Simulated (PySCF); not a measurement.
Gas-phase XPS of Si(SiH3)2Me2, computed

Si(SiH3)2Me2, C2H12Si3.
Bonds: Si1–Si2, Si1–Si6, Si1–C10, Si1–C14. Hydrogens: H3, H4, H5 on Si2; H7, H8, H9 on Si6; H11, H12, H13 on C10; H15, H16, H17 on C14.

The calculation used delta-SCF UKS SCAN, pcX-2 on the ionised atom, pcseg-1 elsewhere, spin-free X2C in PySCF. Vertical ΔSCF values, vacuum level as zero.

**Question.** What binding energy does each computed site have?

**Answer.** 
| atom(s) | bonded to | level | binding energy (eV) | 2p1/2 (eV) | above the level's lowest (eV) | count |
| --- | --- | --- | --- | --- | --- | --- |
| Si1 | 2 C and 2 Si | Si 2p3/2 | 105.80 | 106.42 | 0.00 | 1 |
| Si2/Si6 | 3 H and Si | Si 2p3/2 | 106.13 | 106.75 | +0.33 | 2 |
| C10/C14 | 3 H and Si | C 1s | 290.07 | – | 0.00 | 2 |
| Si1 | 2 C and 2 Si | Si 1s | 1845.52 | – | 0.00 | 1 |
| Si2/Si6 | 3 H and Si | Si 1s | 1845.85 | – | +0.33 | 2 |

Lowest listed Si 1s: Si1, bonded to 2 C and 2 Si. Highest, 0.33 eV above it: Si2/Si6, bonded to 3 H and Si.

Lowest listed Si 2p3/2: Si1, bonded to 2 C and 2 Si. Highest, 0.33 eV above it: Si2/Si6, bonded to 3 H and Si.

**Question.** Which photon energy gives electrons from C 1s of C10/C14 a kinetic energy of 20 eV, and what is their de Broglie wavelength?

**Answer.** hν = 290.07 + 20 = 310.07 eV, recoil neglected; λ = 12.264 Å/√(E/eV) = 2.74 Å.

Atoms equivalent by their bonding share one computed value, that of the first of them. Spin–orbit and ligand-field terms were added within each 2p shell after the spin-free SCF. 2p1/2 minus 2p3/2 (ligand field included): Si 0.62 eV. Geometry: PBE0-D3(BJ)/def2-SVP; no solvent, vibrations or thermal averaging.

Time: 44 s wall; peak memory 0.62 GiB. Hardware: one thread, Arm Neoverse V1 (aarch64), on a shared host.
